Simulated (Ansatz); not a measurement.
```yaml
crystal:
  periodic: [false, false, false]
  atoms:
    - {symbol: O, position_ang: [-1.241679, 1.129380, 0.797676]}
    - {symbol: Sn, position_ang: [0.114602, 0.109303, -0.130421]}
    - {symbol: O, position_ang: [1.855275, 0.194666, 0.694407]}
    - {symbol: O, position_ang: [-0.351293, -1.763092, -0.277135]}
    - {symbol: F, position_ang: [0.214458, 0.925468, -1.852407]}
    - {symbol: H, position_ang: [-1.463061, 1.940426, 0.330113]}
    - {symbol: H, position_ang: [2.255457, -0.675449, 0.784266]}
    - {symbol: H, position_ang: [-1.291659, -1.917701, -0.402300]}
basis:
  gaussian: {orbitals: def2-TZVPP, final_grid: {core_spheres: 8, valence_spheres: 7, degree: 23}, nuclear_model: gaussian}
total_charge: 1
magnetization: {spin_polarized: true, initial_magnetization: 2}
hamiltonian: {xc: {name: B2PLYP}}
output: {forces: true}
```

```sh
$ ansatz run in.yaml --threads 4 --pin off --events-out ev --progress --plain --max-ram 10444MiB
```

It prints (some lines left out):

```
Error: a molecule whose nuclei and cores have a total charge of 58 cannot have a net charge of 1 together with 2 unpaired electrons
```

(1) What is wrong with this run?

## Answers

(1) The number of unpaired electrons doesn't fit the electron count. The program refused the input.
